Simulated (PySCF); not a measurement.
**Working with the constants of Ca₂**

RHF-CCSD(T) constants of Ca₂, ¹Σg⁺ (singlet), closed shell (PySCF, no relativity, basis sets Ca def2-SVPD; masses 39.9626 and 39.9626 u):

| Item | Value |
| --- | --- |
| ωe | 61.9 cm⁻¹ |
| ωexe | 0.977 cm⁻¹ |
| Be | 0.04262 cm⁻¹ |
| αe | 0.000633 cm⁻¹ |
| De to Ca + Ca | 0.130 eV |

Question: What force constant and bond length do these constants imply?

Answer: Reduced mass μred = 19.981 u; k = 5.8918×10⁻⁷·μred·ωe² (u, cm⁻¹, mdyn/Å) = 0.0451 mdyn/Å; Re = √(16.8576/(μred·Be)) (u, cm⁻¹, Å) = 4.449 Å.

Question: Estimate the centrifugal constant D from the Kratzer relation and find the Dunham coefficient a1.

Answer: D = 4Be³/ωe² = 8.08e-08 cm⁻¹; a1 = −1 − αeωe/(6Be²) = -4.60.

Correlated steps freeze 10 core orbitals. The bond is weak. Basis-set superposition, not corrected here, can be much of De in a small basis, most of all at correlated wavefunction levels.
